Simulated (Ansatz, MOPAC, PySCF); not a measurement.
System: B$_{2}$H$_{4}$ (charge 0, singlet). SMILES: BB
Structure (B3LYP-D3(BJ)/def2-TZVP (Ansatz, a quantum-chemistry and plane-wave program) minimum search):
```
B
H 1 1.1966
H 1 1.1966 2 115.74
B 1 1.6266 2 122.13 3 -180.00
H 4 1.1966 1 122.13 2 90.00
H 4 1.1966 5 115.74 1 180.00
```

Unscaled harmonic wavenumbers (cm⁻¹) in rising order, each level at the stationary point that it reaches from this structure (no distance between atoms moves by over 0.3 Å); the order of modes can differ between levels, and a negative number is imaginary. B3LYP-D3(BJ)/def2-TZVP (PySCF, at the structure above): 393, 393, 567, 877, 998, 998, 1136, 1201, 2554, 2574, 2619, 2619.

AM1 (MOPAC): 438, 438, 572, 913, 1057, 1057, 1084, 1227, 3209, 3213, 3285, 3285. Zero-point energy 28.3 against 24.2 kcal/mol; where all levels lie over 400 cm⁻¹, the wavenumbers are on average 1.116 times those of B3LYP-D3(BJ)/def2-TZVP.

PM7 (MOPAC): 412, 412, 589, 622, 622, 815, 896, 975, 2612, 2614, 2655, 2655. Zero-point energy 22.7 against 24.2 kcal/mol; where all levels lie over 400 cm⁻¹, the wavenumbers are on average 0.885 times those of B3LYP-D3(BJ)/def2-TZVP.

HF/6-31G* (Ansatz): 482, 502, 502, 877, 1075, 1075, 1271, 1331, 2683, 2709, 2754, 2754. Zero-point energy 25.8 against 24.2 kcal/mol; where all levels lie over 400 cm⁻¹, the wavenumbers are on average 1.047 times those of B3LYP-D3(BJ)/def2-TZVP.
